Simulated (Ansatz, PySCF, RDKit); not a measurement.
Noncovalent pair: germylsilane (SMILES [SiH3][GeH3]) (first 8 atoms) with CH4 (SMILES C); geometry from B3LYP-D3(BJ)/def2-TZVP, rigid monomers moved along the line of their centres of mass till Si1···C9 is 3.62 Å.
(charge 0, multiplicity 1):
```xyz
13

Si     0.6608     1.3379     0.6412
Ge    -0.3633    -0.8031     0.3704
H      0.1028     2.0357     1.8217
H      0.4136     2.1651    -0.5640
H      2.1238     1.1820     0.8214
H      0.1156    -1.7933     1.4461
H     -0.0190    -1.3942    -1.0095
H     -1.8959    -0.6902     0.4713
C      0.0494     0.0214     3.9559
H      0.0027    -0.5174     4.9013
H      0.1639     1.0871     4.1477
H      0.8993    -0.3377     3.3774
H     -0.8690    -0.1496     3.3960
```

Counterpoise-corrected where a basis set is named; no monomer relaxation. Rows marked so take none. RDKit's UFF carries no charges.

Correlated levels freeze the cores. Filled d and f shells under p-block atoms count as core. Rows in 6-31G* carry no dispersion term and start afresh at each structure (6-31G* with six Cartesian d functions); the Pople sets are all-electron and without relativity.

The values were computed with Ansatz (an electronic-structure program); PySCF for 6-31G* rows, the dispersion terms; RDKit for the force fields. 

Task: One of these levels gives -4.5 kJ/mol for the interaction energy. Which one is it?
A) HF/6-31G* (no counterpoise)
B) UFF
C) r2SCAN-D3(BJ)/def2-TZVPPD
D) SCS-MP2/def2-SVPD

Result: B, UFF. The others give 12.2 (HF/6-31G* (no counterpoise)), -1.0 (r2SCAN-D3(BJ)/def2-TZVPPD), 4.6 (SCS-MP2/def2-SVPD)
